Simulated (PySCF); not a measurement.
Gas-phase reaction: GeO₂ + 2 H₂O = Ge(OH)₄

Computed with PySCF (xtb for GFN2) and rigid-rotor harmonic-oscillator thermochemistry at 1 bar. † marks an energy on the PBE0/def2-TZVP geometry and frequencies; other levels use their own. CCSD(T) freezes the core. All species are closed-shell singlets. Ge: all electrons, no relativistic terms. GeO₂, Ge(OH)₄: computed as isolated molecules; such fragments, hydroxides, amides, oligomers or adducts are transient or little studied in the gas. CCSD(T) isn't extrapolated to the basis-set limit. Warning, large T1 diagnostic: GeO₂ (CCSD(T)/def2-TZVPP†).

CCSD(T)/def2-TZVPP† gives ΔH°(298 K) = -455 kJ.

Problem. What do M06-2X/def2-TZVP†, LDA/def2-TZVP†, GFN2-xTB give?

Solution. M06-2X/def2-TZVP†: -523 kJ; LDA/def2-TZVP†: -479 kJ; GFN2-xTB: -334 kJ. For scale, ΔH°(298 K) is -455 kJ at this level, -475 kJ at ωB97M-V/def2-TZVP†, and runs from -544 to -334 kJ over the 20 levels computed.
